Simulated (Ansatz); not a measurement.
Ansatz (a quantum-chemistry and plane-wave program) input (CCSD(T)/aug-cc-pV(D+d)Z):
A basis named .json is the Basis Set Exchange file of that set.

Ansatz 0.2 input:
```yaml
crystal:
  periodic: [false, false, false]
  atoms:
    - {symbol: S, position_ang: [0.00000000, 0.00000000, -0.00000000]}
    - {symbol: H, position_ang: [1.41402883, -0.00613539, 0.00185772]}
    - {symbol: H, position_ang: [-1.41402883, 0.00613539, -0.00185772]}
    - {symbol: H, position_ang: [0.00615167, 1.41397409, -0.01257224]}
    - {symbol: H, position_ang: [-0.00615167, -1.41397409, 0.01257224]}
    - {symbol: H, position_ang: [-0.00180308, 0.01258019, 1.41398625]}
    - {symbol: H, position_ang: [0.00180308, -0.01258019, -1.41398625]}
basis:
  gaussian:
    orbitals: aug-cc-pV_D+d_Z.json
magnetization: {spin_polarized: false}
correlation: {method: ccsd_t, electrons: outside_noble_gas}
output: {forces: true}
```

End of the output:

```
integrals: 0.08 GiB planned
815 factors; integrals over basis functions are off by at most 9.1e-4 eV
mean field: 0.17 GiB planned
mean field evaluation 1: about -10904.2696 eV, gradient 1.5e1 eV
mean field evaluation 2: about -10904.2678 eV, gradient 1.5e1 eV
mean field evaluation 4: about -10905.1664 eV, gradient 1.4e0 eV
mean field evaluation 8: about -10905.1717 eV, gradient 4.5e-5 eV
mean field evaluation 16: about -10905.1717 eV, gradient 9.3e-7 eV
mean field -10905.17167333 eV, -400.7576672039 hartree, gradient 9.3e-7 eV, S^2 0.000000; 0 other end points of the search recorded, 0 dependent functions left out
5 core orbitals not correlated
reference -10905.17167333 eV, -400.7576672039 hartree; 6, 6 occupied and 75, 75 virtual orbitals, 815 factors
densities: 0.34 GiB planned
second order -6.24768398 eV of doubles, -0.00000000 eV of singles
coupled cluster: 0.24 GiB planned
cycle   1  -7.03942546 eV  change   -7.9e-1 eV  update   6.2e-2
cycle   2  -7.32422393 eV  change   -2.8e-1 eV  update   2.1e-2
cycle   3  -7.33708308 eV  change   -1.3e-2 eV  update   4.4e-3
cycle   4  -7.33573662 eV  change    1.3e-3 eV  update   1.3e-3
cycle   5  -7.33543313 eV  change    3.0e-4 eV  update   3.3e-4
cycle   6  -7.33536147 eV  change    7.2e-5 eV  update   9.9e-5
cycle   7  -7.33535544 eV  change    6.0e-6 eV  update   2.4e-5
cycle   8  -7.33535659 eV  change   -1.1e-6 eV  update   7.0e-6
cycle   9  -7.33535567 eV  change    9.1e-7 eV  update   2.2e-6
perturbative correction -0.19804839 eV, -0.0072781441 hartree
the calculation of the forces begins
Total energy: -10912.70507739 eV, -401.0345146969 hartree
Atom 0 at     0.000000     0.000000    -0.000000 Å, force     0.000000    -0.000000    -0.000000 eV/Å
Atom 1 at     1.414029    -0.006135     0.001858 Å, force     0.071676    -0.000311     0.000094 eV/Å
Atom 2 at    -1.414029     0.006135    -0.001858 Å, force    -0.071676     0.000311    -0.000094 eV/Å
Atom 3 at     0.006152     1.413974    -0.012572 Å, force     0.000312     0.071674    -0.000637 eV/Å
Atom 4 at    -0.006152    -1.413974     0.012572 Å, force    -0.000312    -0.071674     0.000637 eV/Å
Atom 5 at    -0.001803     0.012580     1.413986 Å, force    -0.000091     0.000638     0.071674 eV/Å
Atom 6 at     0.001803    -0.012580    -1.413986 Å, force     0.000091    -0.000638    -0.071674 eV/Å
Dipole moment:     0.000000    -0.000000     0.000000 e Å
```
